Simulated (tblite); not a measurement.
C₆H₅OS₂ (doublet state).
Geometry (GFN2-xTB, Å), atoms numbered from 1 in this order:
```xyz
14
C6H5OS2 angstrom
C     -2.5373    0.9536   -0.4490
C     -1.8211   -0.0976   -0.0069
S     -2.6193   -1.5311    0.5470
C     -0.3680   -0.0963    0.0308
C      0.4314   -1.1010    0.4558
C      1.8509   -0.8437    0.3807
O      2.7573   -1.5805    0.6915
C      2.0953    0.5596   -0.1743
S      0.4976    1.3192   -0.5215
H     -2.0535    1.8515   -0.7952
H     -3.6122    0.9231   -0.4669
H      0.0613   -2.0407    0.8273
H      2.6354    1.1688    0.5508
H      2.6816    0.5145   -1.0922
```

Computed values, GFN2-xTB/tblite, gas phase, harmonic and unscaled. The method is semi-empirical: single wavenumbers can be off by several per cent or more. One conformer, not necessarily the lowest. Open shells enter through the occupations alone, without spin polarisation, and single modes of such species can be off by tens of per cent.

Harmonic wavenumbers (cm⁻¹): 26.9, 120.5, 122.9, 141.4, 269.8, 340.6, 351.0, 434.1, 465.2, 513.6, 525.1, 529.7, 644.3, 701.0, 756.9, 782.9, 797.1, 834.3, 855.2, 874.4, 985.4, 1030.8, 1135.8, 1151.0, 1171.1, 1214.8, 1362.1, 1385.0, 1524.4, 1557.1, 1735.7, 2987.9, 2999.6, 3102.2, 3128.7, 3148.9.

A = 2091, B = 849.8, C = 606.5 MHz; mass 156.978 u (most abundant isotopes); point group Cs, symmetry number 1; spin multiplicity 2.

Problem. Zero-point energy?

Solution. ½Σν̃ = 19854 cm⁻¹ = 237.50 kJ/mol.

Problem. What is S at 400 K and 1 bar for an ideal gas of classical rigid rotors and harmonic oscillators?

Solution. Translation 178.02, rotation 129.52, vibration 140.58, spin (R ln 2) 5.76: S = 453.9 J/(mol K).

Problem. And Cp and H(400 K) − H(0)?

Solution. Cp = 177.35 J/(mol K), of which vibrations give 144.09 (their classical limit is 36 R = 299.3); H(400 K) − H(0) = 42.49 kJ/mol without the zero-point energy, 29.19 from vibrations.

Problem. How do the functions run with temperature in this model?

Solution. 
| T (K) | S (J/(mol K)) | Cp (J/(mol K)) | H − H(0) (kJ/mol) | G − H(0) (kJ/mol) | ln q(vib) |
| --- | --- | --- | --- | --- | --- |
| 150 | 329.3 | 86.6 | 8.88 | -40.52 | 2.73 |
| 250 | 382.9 | 126.3 | 19.53 | -76.19 | 4.85 |
| 298.15 | 406.7 | 144.3 | 26.05 | -95.20 | 5.90 |
| 600 | 535.1 | 222.4 | 82.85 | -238.20 | 12.44 |
| 900 | 633.3 | 260.9 | 155.93 | -414.06 | 18.41 |

q(vib) and H(0) count from the zero-point level.

Problem. What must be added to the electronic energy to get the Gibbs energy at 400 K and 1 bar?

Solution. ZPE + [H(400 K) − H(0)] − T·S = 237.50 + 42.49 − 181.55 = 98.44 kJ/mol.

Problem. Blend soft modes into free rotors: weight 1/[1 + (100 cm⁻¹/ν̃)⁴] for the oscillator and the rest for a rotor with moment μB/(μ + B), μ = h/(8π²ν), B = 10⁻⁴⁴ kg m². What vibrational entropy results?

Solution. 129.28 J/(mol K) in place of 140.58, which changes −T·S at 400 K by +4.52 kJ/mol.

Hindered rotation and anharmonicity are outside this model. Other conformers, if any are populated, would add a mixing term that is left out.
